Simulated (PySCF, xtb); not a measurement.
C4H13NSi, SMILES C([SiH2]C)N(C)C.

Geometry: PBE0-D3(BJ)/def2-SVP. One conformer was computed; it need not be the lowest.

Level of theory: C-PCM-M06-2X/def2-SVP (PySCF).

The values are the electrostatic part of the solvation free energy, E(continuum) − E(gas) at the gas-phase geometry, in a cavity of scaled van der Waals radii (PySCF's table); cavitation and dispersion terms are not included. In vacuum the orbital gap is 9.36 eV. The dipole moment in vacuum is 0.90 D.

Computed values in water (ε = 78.36), toluene (ε = 2.37), acetone (ε = 20.49):
```json
[
 {"solvent": "water", "ε": "78.36", "ΔG(elec) (kcal/mol)": "-2.3", "dipole (D)": "1.31", "gap (eV)": "9.46"},
 {"solvent": "toluene", "ε": "2.37", "ΔG(elec) (kcal/mol)": "-1.3", "dipole (D)": "1.10", "gap (eV)": "9.42"},
 {"solvent": "acetone", "ε": "20.49", "ΔG(elec) (kcal/mol)": "-2.2", "dipole (D)": "1.29", "gap (eV)": "9.46"}
]
```

For comparison, GFN2-xTB/ALPB(water) (xtb, at the GFN2-xTB geometry, all terms of that model) gives -1.0 kcal/mol.
